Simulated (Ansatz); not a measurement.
Relaxation of AlFH₃Sb (6 atoms, charge 0, multiplicity 1), to a largest force component of 0.015 eV/Å in at most 40 steps.

These are results of RKS LDA/def2-SVP in Ansatz, not measurements.

```xyz
6
Properties=species:S:1:pos:R:3:forces:R:3
F -1.306 -1.690 1.353 1.42 0.90 -2.29
Al -0.344 -1.100 -0.044 -0.89 -0.73 2.19
Sb 1.279 0.947 0.243 0.31 -0.04 0.32
H -0.424 -1.782 -1.476 -0.30 -0.22 -0.02
H 2.568 0.147 -0.626 -0.34 0.00 0.09
H 1.919 0.346 1.759 -0.21 0.09 -0.30
```

Question: Where does it end, and by what steps?

Answer: The forces met the threshold. After 8 steps the energy has fallen by 0.285 eV; F1 moved furthest, 0.22 Å.

```
step  energy less start (eV)  largest force component (eV/Å)  accepted
   0                  0.0000                           2.287       yes
   1                 -0.1455                           1.617       yes
   2                 -0.1788                           1.466       yes
   3                 -0.2561                           0.796       yes
   4                 -0.2783                           0.135       yes
   5                 -0.2831                           0.048       yes
   6                 -0.2846                           0.018       yes
   7                 -0.2847                           0.016       yes
   8                 -0.2848                           0.005       yes
```

```xyz
6
Properties=species:S:1:pos:R:3
F -1.196 -1.547 1.235
Al -0.253 -1.064 -0.052
Sb 1.288 1.016 0.327
H -0.454 -1.911 -1.393
H 2.455 0.185 -0.642
H 1.852 0.188 1.735
```

Whether the end is a true minimum wasn't checked by a vibrational analysis.

The run took 15 s on 1 CPU thread of a shared host.
